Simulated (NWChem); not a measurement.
# CH5BFN; SMILES NB(C)F

```xyz
9

B      0.0289     0.0529     0.0008
F      1.2722     0.6023    -0.0018
C     -0.1081    -1.5191     0.0007
H      0.3703    -1.9428    -0.9080
H     -1.1537    -1.8829     0.0383
H      0.4395    -1.9518     0.8645
N     -1.0635     0.9403     0.0005
H     -2.0327     0.6291     0.0024
H     -0.9453     1.9538    -0.0025
```
Atoms are numbered in this order, from 1.

Program: NWChem. Pople sets run with spherical d functions. STO-3G and 3-21G are far too small for this property and stand as cheap habits. Geometry: optimised at PBE-D3(BJ)/def2-SVP. Field at 589 nm.

### Question
Among these, which level gives the lowest value of “isotropic polarisability (bohr³)”?
A) B3LYP/6-31G*
B) B3LYP/aug-cc-pVDZ
C) B3LYP/def2-SVP
D) B3LYP/STO-3G

### Answer
D, B3LYP/STO-3G. Values: B3LYP/STO-3G 16.3; B3LYP/6-31G* 29.3; B3LYP/def2-SVP 30.6; B3LYP/aug-cc-pVDZ 39.5
